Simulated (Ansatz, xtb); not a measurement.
C3H11FSi3: which of two isomers lies lower

Structure I is `C[Si@@H]1[SiH2]CC[Si@H]1F`, a singlet and structure II is `C[Si@@]1(F)CC[SiH2][SiH2]1`, a singlet. Both are isolated molecules in the gas phase, relaxed with PBE-D3(BJ)/def2-SVP; the shapes shown needn't be the lowest conformers.

I (Å):

| atom | x (Å) | y (Å) | z (Å) |
| --- | --- | --- | --- |
| C | -1.0272 | -3.8267 | -1.1938 |
| C | 2.1730 | -0.5923 | -1.9083 |
| C | 1.3629 | 0.3818 | -1.0231 |
| F | -1.0720 | 0.4982 | 0.5786 |
| Si | -0.8333 | -2.0163 | -1.7378 |
| Si | 1.0343 | -1.5626 | -3.1180 |
| Si | 0.0102 | -0.5632 | -0.0759 |
| H | -0.0891 | -4.1942 | -0.7324 |
| H | -1.8428 | -3.9280 | -0.4502 |
| H | -1.2631 | -4.4741 | -2.0619 |
| H | -2.1072 | -1.4800 | -2.3383 |
| H | 0.6458 | -0.6676 | -4.2686 |
| H | 1.7356 | -2.7756 | -3.6750 |
| H | 2.7044 | -1.3408 | -1.2785 |
| H | 2.9645 | -0.0615 | -2.4790 |
| H | 2.0172 | 0.9358 | -0.3159 |
| H | 0.8577 | 1.1521 | -1.6480 |
| H | 0.6284 | -1.3246 | 1.0728 |

II (Å):

```yaml
atoms:
  - { symbol: C, position_ang: [0.5530, 1.5945, -0.8742] }
  - { symbol: C, position_ang: [2.2231, -1.0762, -0.7532] }
  - { symbol: C, position_ang: [2.1502, -2.6055, -0.9605] }
  - { symbol: F, position_ang: [0.7699, -0.2380, -3.0702] }
  - { symbol: Si, position_ang: [0.6720, -0.1993, -1.4154] }
  - { symbol: Si, position_ang: [0.5709, -3.3426, -0.1545] }
  - { symbol: Si, position_ang: [-1.0259, -1.7112, -0.7598] }
  - { symbol: H, position_ang: [-0.3262, 2.0919, -1.3298] }
  - { symbol: H, position_ang: [1.4631, 2.1559, -1.1702] }
  - { symbol: H, position_ang: [0.4495, 1.6560, 0.2286] }
  - { symbol: H, position_ang: [2.3074, -0.8315, 0.3308] }
  - { symbol: H, position_ang: [3.1251, -0.6398, -1.2371] }
  - { symbol: H, position_ang: [3.0512, -3.1199, -0.5631] }
  - { symbol: H, position_ang: [2.1112, -2.8410, -2.0468] }
  - { symbol: H, position_ang: [0.3018, -4.7483, -0.6224] }
  - { symbol: H, position_ang: [0.7355, -3.3583, 1.3460] }
  - { symbol: H, position_ang: [-1.9152, -2.1218, -1.9028] }
  - { symbol: H, position_ang: [-1.8732, -1.2319, 0.3898] }
```

Quicker runs give these differences E(II) − E(I): GFN2-xTB +1.9 kcal/mol; HF/STO-3G −4.9 kcal/mol (at GFN2-xTB geometries); r2SCAN-D4/def2-SVP −6.2 kcal/mol (at GFN2-xTB geometries).

Problem. Which of the two would you expect CCSD(T)/def2-SVP + ΔMP2/def2-TZVPP electronic energies to favour?

Solution. Structure II; the calculation gives E(II) − E(I) = −4.0 kcal/mol.

How the difference moves with the method:

```tsv
level	geometry	E(II) − E(I) (kcal/mol)	departure from the last row (kcal/mol)	job, with rough time for the two
GFN2-xTB	GFN2-xTB	+1.9	+5.9	optimisation, 0.26 s
HF/STO-3G	GFN2-xTB	−4.9	−0.9	single point, 0.52 s
r2SCAN-D4/def2-SVP	GFN2-xTB	−6.2	−2.2	single point, 5.4 s
PBE-D3(BJ)/def2-SVP	PBE-D3(BJ)/def2-SVP	−4.4	−0.5	optimisation, 42 s
HF/def2-SVP	PBE-D3(BJ)/def2-SVP	−4.1	−0.2	part of the CCSD(T) run
MP2/def2-SVP	PBE-D3(BJ)/def2-SVP	−4.3	−0.3	part of the CCSD(T) run
CCSD(T)/def2-SVP	PBE-D3(BJ)/def2-SVP	−4.3	−0.4	single point
CCSD(T)/def2-SVP + ΔMP2/def2-TZVPP	PBE-D3(BJ)/def2-SVP	−4.0		single point, 2 min
```

As drawn, both hold the same kinds of bond in the same numbers.

GFN2-xTB puts the two in the other order. The largest departure from CCSD(T)/def2-SVP + ΔMP2/def2-TZVPP is that of GFN2-xTB, 5.9 kcal/mol. The last row adds to CCSD(T) the change of the MP2 difference between the two basis sets, here +0.4 kcal/mol.

With thermal terms from frequencies at re-optimised GFN2-xTB minima (ideal gas, soft modes damped towards free rotors, one conformer each, 298.15 K, 1 atm): the zero-point term adds −0.2 kcal/mol; ΔH is −4.1 and ΔG −4.2 kcal/mol.

The correlated steps freeze 19 core orbitals. Programs: Ansatz 0.2.0, xtb 6.7.1; the last row on 4 threads of Arm Neoverse V1 on a shared host.
